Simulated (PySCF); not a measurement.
Rotational lines of TeN⁺

Lines J+1 ← J of the vibrational ground state, computed from RHF-CCSD(T) constants of TeN⁺, ¹Σ⁺ (singlet), closed shell (Te cc-pVDZ-PP with ECP28, N cc-pVDZ; scalar-relativistic core potentials (PySCF 2.14); masses 129.9062 and 14.0031 u), in MHz:

| J | ν (MHz) |
| --- | --- |
| 2 | 70298.7 |
| 3 | 93730.4 |
| 4 | 117161.1 |
| 5 | 140590.5 |
| 6 | 164018.5 |

Q: Find B0 and the effective bond length r0; with αe = 0.00299 cm⁻¹, find Re.

A: ν = 2B0(J+1) − 4D(J+1)³ gives B0 = 0.39082 cm⁻¹. With the reduced mass μred = 12.641 u, r0 = √(16.8576/(μred·B0)) (u, cm⁻¹, Å) = 1.8473 Å. Be = B0 + αe/2 = 0.39232 cm⁻¹ gives Re = 1.844 Å.

Correlated steps freeze 5 core orbitals. Correlated levels converge slowly with the basis: in double zeta they bind strong bonds too weakly, by up to about 1 eV, and carry superposition errors of some tenths. Spin–orbit coupling is left out, which matters for elements this heavy, above all for dissociation energies. For an ion De counts to the pair picked by the measured ionisation energies or electron affinities, which need not be the lowest pair at this level. Where the molecule has an RHF reference, its open-shell atoms are computed with UHF. The CCSD T1 diagnostic is raised, a sign that a single reference may not be enough here.
